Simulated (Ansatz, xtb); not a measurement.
**A geometry optimisation of C3H9AlOSi with r2SCAN-D4/def2-SVP**

The starting geometry of this gas-phase singlet was built from a drawn formula by distance geometry and a force field; its bonds are those of `[CH3][Al]([CH]=O)[CH2][SiH3]`.

```xyz
15

C    -2.5630   -0.3379   -0.5316
C    -0.1941    0.4582   -2.8524
C     0.6451    0.3987    0.4518
Al   -0.6802    0.1813   -0.9649
O     0.9233    0.7645   -3.1718
Si    2.0608   -0.8609    0.1673
H    -2.8022   -1.2733   -1.0241
H    -2.6491   -0.3658    0.5956
H    -3.2666    0.4846   -0.8742
H    -0.9233    0.3209   -3.7189
H     1.0872    1.4268    0.3861
H     0.2336    0.2416    1.4531
H     3.0441   -0.6338    1.2493
H     1.4767   -2.2064    0.2367
H     2.7064   -0.6178   -1.1235
```

Q: Where would you expect an optimisation with r2SCAN-D4/def2-SVP to take it?

A: It keeps its bonds, and is `[CH3][Al]([CH]=O)[CH2][SiH3]`.

The energy falls by 0.29 eV over 39 steps:

| step | E − E(last) (eV) |
| --- | --- |
| 1 | 0.290 |
| 5 | 0.027 |
| 9 | 0.015 |
| 14 | 0.004 |
| 18 | 0.001 |
| 22 | 0.001 |
| 26 | 0.001 |
| 31 | 0.000 |
| 35 | 0.000 |
| 39 | 0.000 |

Final geometry (Å):

```yaml
atoms:
  - { symbol: C, position_ang: [-2.4353, -0.5602, -0.5338] }
  - { symbol: C, position_ang: [-0.2841, 0.8732, -2.8988] }
  - { symbol: C, position_ang: [0.7911, 0.5118, 0.1847] }
  - { symbol: Al, position_ang: [-0.7126, 0.2224, -1.0185] }
  - { symbol: O, position_ang: [0.6819, 1.6134, -2.9998] }
  - { symbol: Si, position_ang: [1.8901, -0.9907, 0.4127] }
  - { symbol: H, position_ang: [-2.6979, -1.4015, -1.1998] }
  - { symbol: H, position_ang: [-2.4690, -0.9339, 0.5029] }
  - { symbol: H, position_ang: [-3.2542, 0.1740, -0.6435] }
  - { symbol: H, position_ang: [-0.8630, 0.6298, -3.8462] }
  - { symbol: H, position_ang: [1.4065, 1.3124, -0.2672] }
  - { symbol: H, position_ang: [0.4592, 0.8452, 1.1849] }
  - { symbol: H, position_ang: [3.1081, -0.7090, 1.2348] }
  - { symbol: H, position_ang: [1.1317, -2.0957, 1.0828] }
  - { symbol: H, position_ang: [2.3461, -1.5106, -0.9167] }
```

From the same start GFN2-xTB ends elsewhere, differing in Al4–O5 (1.97 against 2.79 Å here).

No frequencies were run, so the end isn't proven a minimum. Run with Ansatz 0.2.0, 89 s on 2 threads of Intel(R) Xeon(R) 6975P-C (Granite Rapids), with other jobs on the host.
